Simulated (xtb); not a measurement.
AlFH2Se2, SMILES [F][Al]([SeH])[SeH]. All values are semi-empirical tight-binding results from xtb (GFN2-xTB unless named), good for trends rather than for accurate numbers. Geometry: GFN2-xTB. Other conformers were not sampled.

For metal compounds this method's bond lengths and energies can be far off.

```yaml
point_group_as_xtb_finds_it: C2v
orbital_gap: 3.44 eV
zero_point_energy: 10.1 kcal/mol
G − E(el) at 298.15 K (modified RRHO): -11.3 kcal/mol
```
